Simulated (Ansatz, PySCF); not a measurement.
Energy difference 2 R1 + R2 → 2 P1, each structure at its B3LYP-D3(BJ)/def2-TZVP stationary point, reached from a drawn start (curvature not checked).
R1, NbO (SMILES [O]=[Nb]) (charge 0, multiplicity 4):
```xyz
2

Nb    -0.00916    -0.01841    -0.84372
O      0.00916     0.01841     0.84372
```
P1, NbO2 (SMILES [O]=[Nb]=[O]) (charge 0, multiplicity 2):
```xyz
3

Nb     0.005     0.006    -0.694
O      1.358    -0.006     0.356
O     -1.363     0.000     0.338
```
R2, O2 (SMILES O=O) (charge 0, multiplicity 3, Z-matrix in Å and degrees):
```
O
O 1 1.2043
```

P less R. No zero-point or thermal terms; open shells are unrestricted; no spin–orbit coupling. The spin states of the d-block species are the ones drawn and need not be the lowest.

Run with Ansatz (Gaussian basis) for Hartree–Fock, density functionals and correlated methods; PySCF for M06-2X and the D3/D4 terms. No computed number here is a measurement. Elements past Kr take the def2 small-core potentials, without spin–orbit coupling.

Task: One of these levels gives -170.87 kcal/mol for the reaction energy. Name it.
A. PBE0-D3(BJ)/def2-TZVPP
B. M06-2X/def2-TZVPP
C. revPBE/def2-TZVPP

Result: A, PBE0-D3(BJ)/def2-TZVPP. The others give -185.12 (revPBE/def2-TZVPP), -254.54 (M06-2X/def2-TZVPP)

Ansatz is an electronic-structure program.
